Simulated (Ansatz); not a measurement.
`CNB(O)F`, relaxed with RKS PBE0-D4/def2-TZVP in the Gaussian-basis code of Ansatz from a PBE-D4/def2-SVP geometry. The force threshold is 0.005 eV/Å; the program also tests the step.

Charge 0, multiplicity 1.

Start:

```xyz
10

C     1.420   -0.121   -0.144
N     0.096    0.232    0.330
B    -1.125   -0.175   -0.269
O    -2.379    0.160    0.180
F    -1.079   -0.956   -1.371
H     2.001   -0.701    0.607
H     1.320   -0.752   -1.048
H     2.025    0.771   -0.422
H     0.084    0.821    1.164
H    -2.364    0.722    0.972
```

By how much does the energy fall, and how many steps does the optimiser take? (Best estimate.)

Ansatz gave: 3.66 kJ/mol, in 7 steps.

Which bonds change most? (An estimate is asked.)

The calculation gave: C1–H6 from 1.113 to 1.095 Å; C1–H8 from 1.113 to 1.095 Å; C1–H7 from 1.106 to 1.089 Å; N2–H9 from 1.020 to 1.005 Å.

Give the relaxed structure. (An estimate is asked.)

Computed: 
```xyz
10

C     1.418   -0.124   -0.147
N     0.099    0.228    0.325
B    -1.112   -0.171   -0.265
O    -2.358    0.163    0.184
F    -1.077   -0.943   -1.358
H     1.981   -0.689    0.602
H     1.323   -0.747   -1.035
H     2.002    0.761   -0.418
H     0.088    0.808    1.147
H    -2.366    0.715    0.966
```
